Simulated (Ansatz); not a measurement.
CH9BSiSn (`[CH3][SnH2][BH][SiH3]`) at its PBE0-D4/def2-TZVP geometry, where that method's forces vanish. Charge 0, multiplicity 1. Sn: def2 effective core potential.

```xyz
13

C    -1.1599   -1.1677    1.3097
Sn   -1.4962    0.3580   -0.1612
B     0.4052    1.1105   -1.1024
Si    2.1787    0.2929   -0.6653
H    -0.6462   -2.0153    0.8552
H    -2.1087   -1.5092    1.7234
H    -0.5426   -0.7769    2.1192
H    -2.3698    1.6417    0.5678
H    -2.5023   -0.2905   -1.3921
H     0.3266    2.0596   -1.8262
H     2.0876   -1.1776   -0.4465
H     2.5460    0.9130    0.6464
H     3.2817    0.5614   -1.6280
```

Problem. What forces (eV/Å) does ωB97M-V/def2-TZVPP give on these atoms in Ansatz? (An estimate is asked.)

Solution. Ansatz gave: 
```
C1   0.008  0.010 -0.009
Sn2 -0.100  0.026 -0.026
B3  -0.021  0.088 -0.066
Si4  0.135 -0.033  0.062
H5  -0.038  0.053  0.049
H6   0.081  0.021 -0.027
H7  -0.045 -0.044 -0.049
H8   0.068 -0.083 -0.045
H9   0.076  0.040  0.078
H10  0.017 -0.139  0.106
H11  0.000  0.161 -0.031
H12 -0.045 -0.068 -0.147
H13 -0.137 -0.031  0.106
```
